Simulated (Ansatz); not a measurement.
Relaxation of CH6Sn (8 atoms, charge 0, multiplicity 1), to a largest force component of 0.02 eV/Å in at most 40 steps.

All numbers below come from RKS PBE-D4/def2-SVP in Ansatz 0.2.0.

```xyz
8
Properties=species:S:1:pos:R:3
Sn 0.000 0.000 0.000
H 0.000 0.000 1.740
C 2.027 0.000 -0.716
H 2.375 -1.046 -0.844
H 2.076 0.528 -1.691
H 2.679 0.519 0.018
H -0.820 1.420 -0.579
H -0.820 -1.420 -0.579
```

Q: Where does it end, and by what steps?

A: The run converged. The force dipped under the threshold on the way, but the program's further checks kept it going. After 11 steps the energy has fallen by 0.020 eV; H5 moved furthest, 0.39 Å.

```csv
step,energy less start (eV),largest force component (eV/Å),accepted
0,0.0000,0.291,yes
1,-0.0056,0.073,yes
2,-0.0144,0.047,yes
3,-0.0100,0.358,no
4,-0.0165,0.012,yes
5,-0.0171,0.195,yes
6,-0.0189,0.044,yes
7,-0.0196,0.003,yes
8,-0.0194,0.048,no
9,-0.0197,0.033,yes
10,-0.0200,0.022,yes
11,-0.0200,0.003,yes
```

```xyz
8
Properties=species:S:1:pos:R:3
Sn -0.006 0.000 0.003
H -0.030 -0.247 1.715
C 2.040 0.000 -0.720
H 2.519 -0.972 -0.492
H 2.051 0.161 -1.815
H 2.612 0.810 -0.229
H -0.763 1.515 -0.354
H -0.905 -1.267 -0.760
```

Whether the end is a true minimum wasn't checked by a vibrational analysis.

Run time: 23 s on 1 thread of Arm Neoverse V1 (shared host), peak memory 0.12 GiB.
